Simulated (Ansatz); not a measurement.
Calculated with Ansatz (gas phase, PBE0-D4/def2-TZVP geometries, no zero-point term in ΔE). CCSD(T)/CBS is the MP2 limit (def2-TZVPP, def2-QZVPP) plus CCSD(T) − MP2 in def2-TZVPP, frozen cores. This one scheme is used for every species. def2 core potentials past Kr. For Sn outer-core shells are correlated without core-valence functions, which leaves a few kJ/mol of doubt a bond. One conformer a species, not always the lowest.

Consider the hydrogenolysis of the Si–O bond: `O[SiH]1[CH2][SnH2]1` + H₂ → `[CH2]1[SiH2][SnH2]1` + H₂O.

| level | ΔE (kJ/mol) |
| --- | --- |
| MP2/def2-TZVPP | 71.3 |
| CCSD/def2-TZVPP | 61.3 |

(1) What does CCSD(T)/CBS give? (Estimate.)

Largest T1 diagnostic among the species: 0.014.

Answers

(1) The calculation gave: +64.4 kJ/mol. The listed levels differ from it by 6.9, -3.1 kJ/mol.

From PBE to PBE0 (25 % exact exchange), in def2-TZVPP and without D4, ΔE moves by −3.8 kJ/mol. The D4 term adds +4.9 kJ/mol with B3LYP and +2.7 kJ/mol with PBE0; it sums over pairs of atoms, weighted by their polarisabilities, and B3LYP, whose exchange is more repulsive, gets the larger term.

B3LYP here is the variant with VWN-RPA as its local correlation; programs differ in this.
